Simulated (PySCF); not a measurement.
Predicted microwave data (CAM-B3LYP/def2-SVPD in PySCF (dipole) on a GFN2-xTB geometry, gas phase) for one isomer of C3H7NOSi:

| Property | Result |
| --- | --- |
| Rotational constants | A = 5064, B = 2438, C = 1979 MHz |
| Dipole components | \|μa\| = 1.51 D, \|μb\| = 0.37 D, \|μc\| = 1.15 D |
| Inertial defect | -51.76 u·Å² |
| κ | -0.70 |

Problem. Which candidate fits, each taken in the one conformer that was computed?
A. `[CH2:1]=[N:2][C@@H:3]1[O:4][CH2:5][SiH2:6]1` with C1–N2–C3–O4 5°
B. `[CH2:1]=[N:2][CH2:3][SiH2:4][CH:5]=[O:6]` with C1–N2–C3–Si4 113°, N2–C3–Si4–C5 54°, C3–Si4–C5–O6 145°
C. `[CH2:1]=[CH:2][SiH2:3][C:4]([NH2:5])=[O:6]` with C1–C2–Si3–C4 -109°, C2–Si3–C4–N5 22°, Si3–C4–N5–H -2° and 179°

Solution. A. It is C=N[C@@H]1OC[SiH2]1, an asymmetric top, point group C1. The candidates at the same level (rigid rotor, commonest isotopes):

| SMILES | A (MHz) | B (MHz) | C (MHz) | μa (D) | μb (D) | μc (D) | Δ (u·Å²) | point group | rotor |
| --- | --- | --- | --- | --- | --- | --- | --- | --- | --- |
| C=N[C@@H]1OC[SiH2]1 | 5064 | 2438 | 1979 | 1.51 | 0.37 | 1.15 | -51.76 | C1 | asymmetric top |
| C=NC[SiH2]C=O | 6144 | 1453 | 1286 | 3.72 | 1.35 | 0.42 | -36.90 | C1 | near-prolate asymmetric top |
| C=C[SiH2]C(N)=O | 5628 | 1714 | 1395 | 3.54 | 2.56 | 0.05 | -22.44 | C1 | asymmetric top |

`C=NC[SiH2]C=O` has B 40 % too low; `C=C[SiH2]C(N)=O` has B 30 % too low. No structure here is proved a minimum.
